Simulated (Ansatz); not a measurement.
C₄H₄BF, SMILES C1C=CB(C=1)F.

The structure is a stationary point at B3LYP-D3(BJ)/def2-SVP. This is a generated structure with no PubChem entry under its InChIKey; it may be hypothetical.

Two levels are set side by side: PBE/def2-TZVPD (Ansatz, a first-principles code) and CAM-B3LYP/def2-TZVPD (Ansatz). Energy differences of separate SCF runs at the same geometry; the states with an electron removed or added have multiplicity 2 and 2. Differences are taken from unrounded values.

```
quantity                           CAM-B3LYP   PBE  PBE minus CAM-B3LYP
---------------------------------  ---------  ----  -------------------
vertical ionisation energy (eV)         8.97  8.91                -0.06
vertical electron affinity (eV)         0.70  0.78                 0.08
vertical singlet–triplet gap (eV)       1.93  1.80                -0.13
```
